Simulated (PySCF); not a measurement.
B(H) cation (BH), SMILES [BH] (connectivity only; charge and spin as stated), charge +1, multiplicity 2. Atoms are numbered in the order given.

```xyz
2

B      0.0000     0.0000    -0.2007
H      0.0000     0.0000     1.0037
```
Charge +1, spin multiplicity 2.

Coordinates come from a B3LYP-D3(BJ)/def2-TZVPD optimisation. The spin state was assumed, not searched.

The numbers are results of ωB97X/def2-TZVPD (PySCF), not measurements.

The total energy comes out as -24.93368 hartree, the point group comes out as C∞v and the α spin, highest occupied and lowest empty level is -20.44 and -8.89 eV. The β spin, highest occupied and lowest empty level comes out as -25.11 and -10.65 eV and the dipole moment about the centre of nuclear charge is 0.015 e·Å. The mean static polarisability is 10.6 bohr³ (1.58 Å³). The polarisability, principal values is 9.9, 11.0, 11.0 bohr³. The ⟨S²⟩ is 0.752 (pure state 0.75).
